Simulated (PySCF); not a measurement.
SMILES c1ccn2cccc2c1, C₈H₇N

Cartesian coordinates in Å; atom numbers follow the order of the lines, from 1:
```xyz
16

C     2.2313   -0.3773    0.3317
C     1.9865    1.0308    0.2543
C     0.6973    1.5109    0.2061
N    -0.3693    0.6360    0.2316
C    -1.7207    0.8996    0.1928
C    -2.4005   -0.3209    0.2436
C    -1.4472   -1.3662    0.3148
C    -0.1727   -0.7734    0.3079
C     1.1619   -1.2576    0.3573
H     3.2658   -0.7533    0.3705
H     2.8215    1.7476    0.2326
H     0.4413    2.5799    0.1462
H    -2.0884    1.9313    0.1325
H    -3.4930   -0.4330    0.2291
H    -1.6436   -2.4442    0.3668
H     1.3188   -2.3464    0.4166
```

Method: UKS PBE/def2-SV(P) four-point reorganisation energy, gas phase in PySCF 2.14.0. Geometry: PBE/def2-SV(P).

Q: What is the inner reorganisation energy for hole transfer, with the ionisation energy?

A: λ = 0.095 (surface of the oxidised species) + 0.098 (surface of the starting species) = 0.193 eV. The ionisation energy is 7.17 eV vertical and 7.07 eV adiabatic without zero-point energy; at the relaxed geometry of the oxidised species the two energies differ by 6.98 eV. Largest bond changes: C7–C8 1.406 → 1.441 Å, N4–C5 1.377 → 1.406 Å, C9–C1 1.385 → 1.412 Å, C8–N4 1.425 → 1.400 Å, C8–C9 1.421 → 1.397 Å. ⟨S²⟩ of the relaxed oxidised species 0.760.
